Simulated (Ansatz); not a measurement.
System: C4H10N, net charge 0, doublet state. It need not be the lowest isomer of its formula. 
Geometry from a B3LYP-D3(BJ)/def2-TZVP (Ansatz, a program for electronic structure) optimisation:
SMILES: N([CH]C)CC
```xyz
15

C      2.3332    -0.6336     0.0675
C      1.0161    -0.0137     0.3728
N      0.0539    -0.0067    -0.6277
C     -1.2019     0.7046    -0.4235
C     -2.1100     0.0068     0.5819
H      2.2672    -1.7214    -0.0950
H      2.7773    -0.2076    -0.8398
H      3.0362    -0.4674     0.8843
H      0.6344    -0.0489     1.3844
H      0.4381     0.1179    -1.5534
H     -1.0190     1.7387    -0.0979
H     -1.7064     0.7543    -1.3901
H     -1.6580    -0.0269     1.5738
H     -2.3134    -1.0176     0.2665
H     -3.0577     0.5417     0.6682
```
Charge 0, spin multiplicity 2.

Dipole moments at this geometry, in debye (magnitudes).

| level | program | dipole (D) |
|---|---|---|
| PBE/def2-TZVPD | Ansatz | 0.96 |
| BLYP/def2-TZVPD | Ansatz | 0.96 |
| r2SCAN/def2-TZVPD | Ansatz | 0.87 |
| B97M-V/def2-TZVPD | Ansatz | 0.89 |
| B3LYP/def2-TZVPD | Ansatz | 0.92 |
| PBE0/def2-TZVPD | Ansatz | 0.90 |
| BHLYP/def2-TZVPD | Ansatz | 0.85 |
| r2SCANh/def2-TZVPD | Ansatz | 0.86 |
| r2SCAN0/def2-TZVPD | Ansatz | 0.83 |
| HSE06/def2-TZVPD | Ansatz | 0.90 |
| LC-wPBE/def2-TZVPD | Ansatz | 0.88 |
| wB97M-V/def2-TZVPD | Ansatz | 0.93 |
| wB97X-V/def2-TZVPD | Ansatz | 0.92 |
| CCSD(T)/aug-cc-pVDZ | Ansatz | … |

Q: What belongs in the gaps?

A: 
- CCSD(T)/aug-cc-pVDZ, dipole (D): 0.90
